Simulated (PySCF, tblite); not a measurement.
Energy landscape of H2Cl (cation, charge +1), singlet: map of symmetric stretch and bend. Scanned: Cl-H bond length and H-Cl-H angle.

- GFN2-xTB, 300 K electronic temperature (tblite)
- RHF/cc-pVDZ (PySCF)
- wB97X-V/cc-pVDZ (PySCF)
- B3LYP/cc-pVDZ (PySCF)
- MP2 on RHF/cc-pVDZ, 5 core orbitals frozen (PySCF)
- CCSD on RHF/cc-pVDZ, 5 core orbitals frozen (PySCF)
- CCSD(T) on RHF/cc-pVDZ, 5 core orbitals frozen (PySCF)

Energies in kcal/mol at chosen points (x: Cl-H bond length (Å); y: H-Cl-H angle (°)), relative to x = 1.31, y = 90:

```tsv
method	(1.38, 140)	(1.18, 70)	(1.70, 180)	(1.38, 90)	(1.51, 90)	(1.11, 170)	(1.31, 110)
GFN2-xTB	16.9	22.1	72.1	2.0	11.8	43.6	0.6
RHF	30.3	28.3	103.1	3.6	21.2	103.0	2.4
wB97X-V	27.6	28.4	96.2	2.1	17.1	98.2	3.0
B3LYP	27.0	29.5	91.5	1.3	14.5	99.1	3.1
MP2	28.9	27.6	99.5	2.6	18.3	99.4	3.2
CCSD	28.9	28.3	100.7	2.4	17.6	100.0	3.2
CCSD(T)	28.9	28.3	100.4	2.3	17.3	100.2	3.2
```
